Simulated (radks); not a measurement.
Values are calculated unless marked as measured or tabulated.
All-electron atom: the vanadium ion V8+ in [Ne] 3s2 3p3.

Code: a radial shooting solver on a logarithmic mesh with Libxc functionals. Model: Dirac Kohn-Sham, PBE, spin-unpolarised, spherical densities, finite nucleus; open shells fill j = l - 1/2 first; Fermi nuclear charge, rms radius 3.6002 fm.

Energy parts (eV):
part                      energy
total                 -25205.440
kinetic                25491.857
electron-nucleus      -57437.325
Hartree                 7830.513
exchange-correlation   -1090.486

Orbitals (lengths in bohr, moments of r in powers of bohr; r(max) is where P^2 peaks):
orbital,occ.,eigenvalue (eV),<r^2>,<1/r>,r(max),small-component weight
1s1/2,2,-5541.324,0.005935,22.84,0.04349,6.80e-03
2s1/2,2,-775.2627,0.1111,4.834,0.2551,1.21e-03
2p1/2,2,-681.4005,0.09016,4.769,0.2060,1.19e-03
2p3/2,4,-674.2315,0.09185,4.703,0.2083,1.18e-03
3s1/2,2,-217.0885,0.8325,1.665,0.7772,3.20e-04
3p1/2,2,-189.7926,0.8674,1.585,0.7777,2.97e-04
3p3/2,1,-188.6287,0.8773,1.572,0.7826,2.95e-04

The highest occupied level is 3p3/2 at -188.63 eV. For comparison, the ionisation energy in NIST's Atomic Spectra Database is 206.0 eV (semi-empirical). In exact Kohn-Sham theory the highest level is minus the ionisation energy, but local and semilocal functionals leave it too shallow, through self-interaction and a potential that decays too fast; potentials with the right tail come closer. The density falls to 0.001 e/bohr^3 at r = 2.06 bohr. Summed over all electrons, <r^2> = 5.059 bohr^2, which gives a Langevin (diamagnetic) susceptibility term of -4.01 x 10^-6 cm^3/mol.

Beside tabulated values, note that spin-unpolarised runs miss the spin-polarisation part of the exchange energy of open shells.
